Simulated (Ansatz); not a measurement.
`FB[O][GeH3]` + NH₃ → `[NH2][GeH3]` + `OBF` at 400 K and 1 bar (ligand exchange at a Ge–O bond).

Gas-phase electronic energies from Ansatz, PBE0-D4/def2-TZVP geometries. CBS: MP2 limit from def2 TZ/QZ plus the TZ coupled-cluster correction, frozen cores. This one scheme is used for every species. For Ge outer-core shells are correlated without core-valence functions, which leaves a few kJ/mol of doubt a bond. Scalar relativity is left out up to krypton. Each species was taken in one conformer, which may not be the lowest.

```
      species  CCSD(T)/CBS energy (Eh)  H − E (kJ/mol)  S (J/(mol·K))
`FB[O][GeH3]`              -2278.39547           142.6          357.1
          NH₃                -56.50880           104.2          203.1
`[NH2][GeH3]`              -2133.81884           149.5          296.9
        `OBF`               -201.07426            96.4          268.5
```

H − E and S are ideal-gas, rigid-rotor, harmonic terms from PBE0-D4/def2-TZVP, for one conformer and one mirror image of each species. 1 Eh = 2625.50 kJ/mol, R = 8.31446 J/(mol·K).

Question: By hand: ΔE, ΔH, ΔS and ΔG.

Answer: ΔE = (-2133.81884) + (-201.07426) − (-2278.39547) − (-56.50880) = 0.01117 Eh = 29.3 kJ/mol. Δ(H − E) = 149.5 + 96.4 − 142.6 − 104.2 = -0.9, so ΔH = 28.4 kJ/mol. ΔS = 296.9 + 268.5 − 357.1 − 203.1 = 5.2 J/(mol·K). ΔG = 28.4 − 400 × (5.2)/1000 = 26.3 kJ/mol.

Question: By hand: the equilibrium constant, and the temperature at which ΔG would vanish if ΔH and ΔS stayed fixed.

Answer: log₁₀ K = −ΔG/(RT ln 10) = -3.4. ΔG = 0 at ΔH/ΔS = 5462 K, far beyond where these terms or the molecules hold.

The number of gas molecules stays the same, so ΔS is small and ΔH decides. A doubt of 5 kJ/mol in ΔE shifts log₁₀ K by 0.7 here. Other conformers and mirror images would add mixing entropy, several J/(mol·K) or more a flexible species. These are equilibria of isolated gas molecules and say nothing of rates. Largest T1 diagnostic: 0.013 (customary marks: 0.02 for closed shells, 0.045 for open ones).
